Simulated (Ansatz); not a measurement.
Coupled-cluster diagnostics for Cu2Pt, Ansatz.

Geometry of the singlet (r2SCAN-D4/def2-TZVP):

```xyz
3

Pt    1.2437   -0.3630    0.3767
Cu   -0.4005   -0.2154   -1.3017
Cu   -0.8432    0.5784    0.9250
```

In the def2 sets Pt takes a core potential; there is no spin–orbit coupling. Correlated methods freeze 18 core orbitals; core or outer-core shells of Pt are correlated, in sets that lack core-valence functions. The structure comes from a short search, and lower isomers may exist.

Estimate the CCSD(T) correlation energy, the shares of MP2 and (T), T1 and the reference's ⟨S²⟩ for: charge 0, singlet, own geometry in def2-TZVPP; and the rough time on 4 threads of Arm Neoverse V2 on a shared host.


```json
{"state": "charge 0, singlet, own geometry", "basis": "def2-TZVPP", "correlation (eV)": "-41.802", "MP2 share (%)": "108.1", "(T) share (%)": "4.8", "T1": "0.040", "⟨S²⟩ (pure)": "0.00 (0.00)", "wall time": "37 s"}
```
Customary marks for T1 are 0.02 (closed shells), 0.045 (open shells) and about 0.05 (3d metals). T1 exceeds 0.02 in 1 of 1 rows and 0.045 in 0; the higher it lies, the less the single-reference result can be trusted.
